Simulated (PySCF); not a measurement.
Ligand exchange on a metal centre used in film growth or etching (Zn CH3-SH). Gas-phase values, no solvent. One relaxed conformer stands for each flexible species; it need not be the lowest.

The LUMO from two functionals at the same geometries (TPSS-D3(BJ)/def2-SVP), both in PySCF: PBE-D3(BJ)/def2-TZVP and TPSSh-D3(BJ)/def2-TZVP. 

| species | PBE-D3(BJ)/def2-TZVP (eV) |
|---|---|
| 0 of 2 CH3 replaced by SH ([Zn(CH3)2]) | -0.54 |
| 1 of 2 CH3 replaced by SH | -1.12 |
| 2 of 2 CH3 replaced by SH ([Zn(SH)2]) | -1.90 |

Problem. What does TPSSh-D3(BJ)/def2-TZVP give for each?

Solution. 
- 0 of 2 CH3 replaced by SH ([Zn(CH3)2]): -0.10
- 1 of 2 CH3 replaced by SH: -0.66
- 2 of 2 CH3 replaced by SH ([Zn(SH)2]): -1.40
Over these rows, drawn at random from the members with no instability flagged (it was tested for open shells, ions and some series alone), PBE minus TPSSh-D3(BJ): mean -0.47 eV, from -0.50 eV to -0.44 eV.
